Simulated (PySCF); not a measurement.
# Predicted spectroscopic data

[PySCF: coordinates at the GFN2-xTB level; σ from GIAO-PBE0/pcSseg-1; non-relativistic Hamiltonian; equivalent nuclei averaged; a single conformation; in vacuum]

Scale: $^{1}$H and $^{13}$C against TMS (reference shieldings calculated alike). Splittings of carbon signals by F and P are missing where no couplings were computed. Where no couplings were computed, multiplicities follow the n + 1 count of equivalent neighbours, and m marks all less simple cases (inequivalent or close neighbours, rings, F or P nearby). Shifts are as computed. Against solution values, carbons near 30 ppm lie about +3 ppm off and those near 130 ppm about +5 ppm; carbons on Cl a further +6 ppm. Of 1211 compounds with measured shifts, 218 miss one by over three times the rms of a fit or turn the order of signals round; such compounds aren't used in these exercises. Carbons bonded to Cl come out too deshielded. OH and NH positions are gas-phase values without hydrogen bonding to other molecules.

**1.** `C=C(C=O)[Si@H]([SiH3])[SiH2]C=O`, C4H10O2Si3. $^{1}$H NMR (500 MHz, computed): δ 12.56 (m, 1H), 9.55 (s, 1H), 7.33 (br s, 1H), 6.99 (br s, 1H), 4.84 (m, 1H), 4.15 (m, 1H), 3.95 (m, 3H), 3.93 (m, 1H). $^{13}$C{$^{1}$H} NMR (computed): δ 252.9, 204.7, 157.2, 157.2.

**2.** SMILES Cc1[nH]c(F)cp1, C4H5FNP. $^{1}$H NMR (500 MHz, computed): δ 8.11 (br s, 1H), 6.17 (m, 1H), 2.64 (m, 3H). $^{13}$C{$^{1}$H} NMR (computed): δ 164.2, 155.9, 105.8, 19.7.

**3.** 4-chloropyridine N-oxide ([O-][n+]1ccc(Cl)cc1, C5H4ClNO). $^{1}$H NMR (500 MHz, computed): δ 8.22 (d, 2H), 7.27 (d, 2H). $^{13}$C{$^{1}$H} NMR (computed): δ 144.9 (CH), 135.9 (C), 133.6 (CH).

**4.** SMILES Cc1cccc(OC=O)c1O, C8H8O3. $^{1}$H NMR (500 MHz, computed): δ 9.72 (br s, 1H), 8.15 (s, 1H), 7.45 (d, 1H), 7.29 (d, 1H), 7.02 (m, 1H), 2.47 (s, 3H). $^{13}$C{$^{1}$H} NMR (computed): δ 164.3 (CH), 150.4 (C), 146.2 (C), 136.7 (C), 135.0 (CH), 126.2 (CH), 123.3 (CH), 21.1 (CH3).
